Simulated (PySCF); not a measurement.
C6H8S (charge -1 and doublet state).
Numbering: `[CH2:1]=[CH:2][C:3](=[CH2:4])[C:5]([CH3:6])[S-:7]` (hydrogens: H8, H9 on C1; H10 on C2; H11, H12 on C4; H13, H14, H15 on C6)

Structure used (GFN2-xTB), in Å, numbered top down from 1:
```xyz
15
C6H8S angstrom
C      2.5084   -0.2587   -0.2691
C      1.3421   -0.5924   -0.8108
C     -0.0020   -0.1869   -0.4030
C     -0.9502   -0.2093   -1.4071
C     -0.3257    0.1847    0.9201
C     -1.7321    0.6317    1.2253
S      0.7104    0.0893    2.2624
H      3.4426   -0.6173   -0.6812
H      2.5760    0.3585    0.6073
H      1.3551   -1.2074   -1.7102
H     -1.9791    0.0661   -1.2602
H     -0.6760   -0.4870   -2.4137
H     -2.0146    1.4952    0.6147
H     -2.4535   -0.1683    1.0281
H     -1.8059    0.9095    2.2756
```

The hyperfine couplings belong to this conformer and change with its torsions.

Computed, not measured: UKS B3LYP, pcH-1 on C H S, non-relativistic, mean-field spin-orbit, GIAO (PySCF 2.14.0). Whether the extra electron is bound in the gas phase wasn't checked; a finite basis holds it in any case. The geometry wasn't refined by DFT: couplings that depend on bond lengths, twists or pyramidal angles can differ widely from those at the functional's own minimum, by a factor of two or more for some ions and for spin on atoms past the first row. The frame is twisted about the C2–C3 bond at this geometry (dihedral H10–C2–C3–C4 = -22°); couplings at other torsion angles weren't computed. Stability of the SCF solution: not tested.

Problem. Give the principal g shifts and their parts.

Solution. 
```
                    Δg (ppt)      1      2      3
relativistic mass correction  -0.17  -0.17  -0.17
            gauge correction  -0.01   0.03   0.04
   orbital Zeeman/spin–orbit  -0.22   5.39  14.02
                       total  -0.39   5.26  13.90
```

So g = 2.00193, 2.00758, 2.01622 and g_iso = 2.00858; the tensor is rhombic: the two nearest values differ by 40 % of g3 − g1. Axes: g3 points within 6° of the C5–S7 bond.

Problem. What are the electron Larmor frequencies g μB B/h along the three axes at 350 mT?

Solution. 9.8068, 9.8345, 9.8768 GHz for g1, g2 and g3, a range of 70.0 MHz.

Problem. At 9.781 GHz, how far is the centre of the isotropic spectrum from where a free electron (g = 2.002319) resonates?

Solution. B = hν/(g μB) with μB/h = 13.99624 MHz/mT gives 349.01 mT for the free electron and 347.92 mT at g_iso, 1.09 mT lower.

Problem. What effective moment and Curie constant follow for a powder?

Solution. With the mean of g² = 4.0344 and S(S+1) = 0.75: μ_eff = √(⟨g²⟩S(S+1)) = 1.739 μB and χT = 0.12505·⟨g²⟩·S(S+1) = 0.378 cm³ K/mol (cgs; spin-Hamiltonian part alone).

Problem. In a frozen sample, at which fields do the three g values resonate at 9.5, 34, 94 and 263 GHz (hyperfine left aside), and which band first spreads them over more than twice a line width of 0.3 mT?

Solution. 
```csv
band,GHz,B(g3) mT,B(g2) mT,B(g1) mT,spread mT
X,9.5,336.65,338.10,339.05,2.40
Q,34.0,1204.84,1210.03,1213.44,8.60
W,94.0,3331.03,3345.37,3354.81,23.78
J,263.0,9319.80,9359.91,9386.33,66.52
```

The spread grows in proportion to the frequency. X band is the first where it exceeds 0.6 mT.

The Mulliken spin populations are largest on C4 (+0.52), C5 (+0.30), S7 (+0.30) and C3 (-0.08). Three atoms exceed +0.15. The positive populations add up to 1.18 and the negative ones to -0.18, together 2S = 1. The angles at C4 add up to 360.0°, so it is planar.

The HOMO–LUMO gaps are 3.09 eV among the α and 3.27 eV among the β orbitals.

The SMILES draws the unpaired electron on C5; the largest computed Mulliken spin population is on C4 (0.52 against 0.30).
